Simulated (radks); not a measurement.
Values are calculated unless marked as measured or tabulated.
Numerical settings for the iron ion Fe2+, [Ar] 3d6. Code: a radial shooting solver on a logarithmic mesh with Libxc functionals. Model: non-relativistic Kohn-Sham, TPSS, spin-polarised, spherical densities, point nucleus; open shells are filled with parallel spins first; meta-GGA in the generalised Kohn-Sham scheme. The defaults (mesh step 0.008 in ln r, mesh end at 40 bohr or more with all orbitals vanishing there, Anderson mixing 0.5 over 9 steps, residual threshold near 1e-9 with the energy settled to 1e-9 hartree or 1e-11 of itself, here a cap of 81 iterations) give E = -1262.817 hartree and 3d at -23.092 eV in 12 iterations. Run on one thread of a shared host, so times are rough (Arm Neoverse N1): 0.19 s of CPU time, 0.19 s wall, 12 iterations on 2476 mesh points. Changes against that run (0 stands for a change within the tolerance of the run):

mesh step in ln r 0.03: iterations 13; converged yes; E (mhartree) 0; e(3d) (meV) -0.0146; CPU (s) 0.07
mesh step in ln r 0.05: iterations 13; converged yes; E (mhartree) -0.00685; e(3d) (meV) -0.0165; CPU (s) 0.05
mesh step in ln r 0.2: iterations 4; converged no; E (mhartree) diverged; CPU (s) 0.01
mesh end (bohr) 8: iterations 12; converged yes; E (mhartree) +0.00144; e(3d) (meV) +0.179; CPU (s) 0.18
mesh end (bohr) 3: iterations 13; converged yes; E (mhartree) +146; e(3d) (meV) +3.49e+03; CPU (s) 0.18
residual threshold 1e-05: iterations 11; converged yes; E (mhartree) 0; e(3d) (meV) +0.169; CPU (s) 0.18
residual threshold 1e-13: iterations 81; converged no; E (mhartree) 0; e(3d) (meV) -0.0158; CPU (s) 0.88
mixing 0.01: iterations 18; converged yes; E (mhartree) 0; e(3d) (meV) -0.0153; CPU (s) 0.27
linear mixing, mixing 1: iterations 81; converged no; E (mhartree) +1.18e+04; e(3d) (meV) -1.55e+05; CPU (s) 2
linear mixing, mixing 0.2: iterations 63; converged yes; E (mhartree) 0; e(3d) (meV) -0.0273; CPU (s) 0.77
mixing history 20: iterations 15; converged yes; E (mhartree) 0; e(3d) (meV) -0.00522; CPU (s) 0.23
iteration cap 2: iterations 2; converged no; E (mhartree) +663; e(3d) (meV) -3.04e+04; CPU (s) 0.04

Settings that end as converged yet miss the energy by more than 1 mhartree: mesh end (bohr) 3 (+0.146 hartree). A mesh that ends early acts as a hard wall.
